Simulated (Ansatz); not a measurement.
Stepwise reaction of `[F][In]([F])[F]` with hydrogen, as a gas-phase model of exchange steps in deposition or etching. ΔE in kJ/mol; ΔG adds harmonic PBE0-D4 terms to CCSD(T)/CBS, at 1 bar.

Computed with Ansatz on PBE0-D4/def2-TZVP structures; ΔE is electronic, products minus reactants. CBS: MP2 limit from def2 TZ/QZ plus the TZ coupled-cluster correction, frozen cores. This one scheme is used for every species. DFT in def2-TZVPP. B3LYP here is the variant with VWN-RPA as its local correlation; programs differ in this. Elements past krypton have def2 core potentials. For In outer-core shells are correlated without core-valence functions, which leaves a few kJ/mol of doubt a bond.

```tsv
step	reaction	PBE-D4	B3LYP-D4	ωB97M-V	CCSD(T)/CBS	ΔG(400 K)
1	`[F][In]([F])[F]` + H₂ → `[F][InH][F]` + H–F	0.7	0.3	-2.0	-0.4	-3.2
3	`[F][InH2]` + H₂ → `[InH3]` + H–F	64.7	65.4	59.3	62.4	65.5
```

Q: Give the row of step 2, `[F][InH][F]` + H₂ → `[F][InH2]` + H–F. (Best estimate.)

A: The calculation gave: 
| step | reaction | PBE-D4 | B3LYP-D4 | ωB97M-V | CCSD(T)/CBS | ΔG(400 K) |
| --- | --- | --- | --- | --- | --- | --- |
| 2 | `[F][InH][F]` + H₂ → `[F][InH2]` + H–F | 40.2 | 40.6 | 37.6 | 39.0 | 39.7 |

Q: By hand: ΔE of the 3 steps together at CCSD(T)/CBS.

A: (-0.4) + (39.0) + (62.4) = 101.0 kJ/mol, or 33.7 kJ/mol a step.

In ΔE each step is higher than the one before. ΔG lies between -3.2 and 65.5 kJ/mol a step. PBE-D4 differs from CCSD(T)/CBS by 1.1 to 2.3 kJ/mol a step. Isolated molecules leave out the surface, adducts and barriers. Largest T1 diagnostic: 0.018.
